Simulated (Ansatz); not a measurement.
Start from `[OH][AlH][CH2][GaH2]` and change one atom or group to get `C[CH2][AlH][OH]`.

Ansatz, PBE0-D4/def2-TZVP geometries, multiplicity 1. Each molecule was computed in one conformer, which needn't be the lowest. `[OH][AlH][CH2][GaH2]` holds a close contact that its SMILES doesn't draw: Ga···O 2.25 Å.

Scalar relativity is left out up to krypton.

```tsv
property	`[OH][AlH][CH2][GaH2]`
HOMO energy (ωB97M-V/def2-TZVPP) / eV	-9.13
LUMO energy (PBE/def2-TZVPP) / eV	-1.74
HOMO energy (B3LYP/def2-TZVPP) / eV	-6.77
HOMO energy (PBE0/def2-TZVPP) / eV	-7.00
HOMO energy (PBE/def2-TZVPP) / eV	-5.89
size of the dipole moment (PBE/def2-TZVPP) / D	2.65
```

(1) Give the same properties after the change, and the shifts. (An estimate is asked.)

Answers

(1) The calculation gave: 
```
                                      property  `C[CH2][AlH][OH]`  shift
         HOMO energy (ωB97M-V/def2-TZVPP) / eV              -9.74  -0.61
             LUMO energy (PBE/def2-TZVPP) / eV              -1.22   0.52
           HOMO energy (B3LYP/def2-TZVPP) / eV              -7.32  -0.55
            HOMO energy (PBE0/def2-TZVPP) / eV              -7.51  -0.51
             HOMO energy (PBE/def2-TZVPP) / eV              -6.23  -0.34
size of the dipole moment (PBE/def2-TZVPP) / D               1.85  -0.80
```

With PBE0 the HOMO falls by 0.51 eV and the LUMO rises by 0.52 eV, so the gap widens by about 1.03 eV. PBE moves the HOMO by -0.34 eV and ωB97M-V by -0.61 eV. The zero-point energy changes by 64.5 kJ/mol with +3 modes. Dipoles are sizes alone; their direction can turn.

Positive LUMOs are unbound, so they and the gaps depend on the basis.

B3LYP here is the variant with VWN-RPA as its local correlation; programs differ in this.
